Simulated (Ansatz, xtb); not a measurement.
# C5H12N2: which of two isomers lies lower

Structure a is `C[C@]1(N)CCNC1`, a singlet and structure b is `CC[C@H](N)/C=N/C`, a singlet. Both are isolated molecules in the gas phase, relaxed with B3LYP/def2-SVP; each stands in its lowest conformer found.

Problem. Estimate E(b) − E(a) at the level CCSD(T)/def2-SVP + ΔMP2/def2-TZVPP.

Solution. Calculated at CCSD(T)/def2-SVP + ΔMP2/def2-TZVPP: E(b) − E(a) = +9.2 kcal/mol, so structure a lies lower.

The same difference at several levels:

```tsv
level	geometry	E(b) − E(a) (kcal/mol)	departure from the last row (kcal/mol)	job, with rough time for the two
GFN2-xTB	GFN2-xTB	+16.5	+7.3	optimisation, 0.38 s
HF/STO-3G	GFN2-xTB	+32.5	+23.3	single point, 0.44 s
r2SCAN-D4/def2-SVP	GFN2-xTB	+9.9	+0.7	single point, 4.5 s
B3LYP/def2-SVP	B3LYP/def2-SVP	+4.7	−4.4	optimisation, 68 s
HF/def2-SVP	B3LYP/def2-SVP	+5.9	−3.3	part of the CCSD(T) run
MP2/def2-SVP	B3LYP/def2-SVP	+9.6	+0.4	part of the CCSD(T) run
CCSD(T)/def2-SVP	B3LYP/def2-SVP	+7.5	−1.7	single point
CCSD(T)/def2-SVP + ΔMP2/def2-TZVPP	B3LYP/def2-SVP	+9.2		single point, 2.3 min
```

As drawn, b has 1 C=N, 1 C–H in place of 1 C–C, 1 C–N, 1 N–H. Structure a has a 5-membered ring, b no ring.

None of the levels shown reverses the order. The largest departure from CCSD(T)/def2-SVP + ΔMP2/def2-TZVPP is that of HF/STO-3G, 23.3 kcal/mol. The last row adds to CCSD(T) the change of the MP2 difference between the two basis sets, here +1.7 kcal/mol.

With thermal terms from frequencies at re-optimised GFN2-xTB minima (ideal gas, soft modes damped towards free rotors, one conformer each, 298.15 K, 1 atm): on the last row, ΔE + ΔZPE = +6.7, ΔH = +7.8, ΔG = +5.1 kcal/mol.

The correlated steps freeze 7 core orbitals. Programs: Ansatz 0.2.0, xtb 6.7.1; the last row on 4 threads of Arm Neoverse V1 on a shared host.
